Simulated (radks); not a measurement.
All-electron atom: Kr26+ in [Ne] (the NIST ground configuration).

All-electron calculation, scalar-relativistic Kohn-Sham, PBE, spin-unpolarised, spherical densities, point nucleus. Program: a radial shooting solver on a logarithmic mesh with Libxc functionals.

Energy parts (eV):
part                       energy
total                  -63303.399
kinetic                 64995.862
electron-nucleus      -136161.285
Hartree                  9460.761
exchange-correlation    -1598.737

Orbitals (lengths in bohr, moments of r in powers of bohr; r(max) is where P^2 peaks):
orbital  occ.  eigenvalue (eV)   r(max)  <1/r>     <r^2>      <r>
1s          2        -15447.94  0.02707  36.78  0.002314  0.04145
2s          2        -3078.424   0.1528  8.328   0.03801   0.1799
2p          6        -2876.422   0.1220  8.129   0.02974   0.1564

The highest occupied level is 2p at -2876.4 eV. The density falls to 0.001 e/bohr^3 at r = 0.64 bohr. Summed over all electrons, <r^2> = 0.2591 bohr^2, which gives a Langevin (diamagnetic) susceptibility term of -0.205 x 10^-6 cm^3/mol. For comparison, the ionisation energy in NIST's Atomic Spectra Database is 2929 eV (semi-empirical). In exact Kohn-Sham theory the highest level is minus the ionisation energy, but local and semilocal functionals leave it too shallow, through self-interaction and a potential that decays too fast; potentials with the right tail come closer.
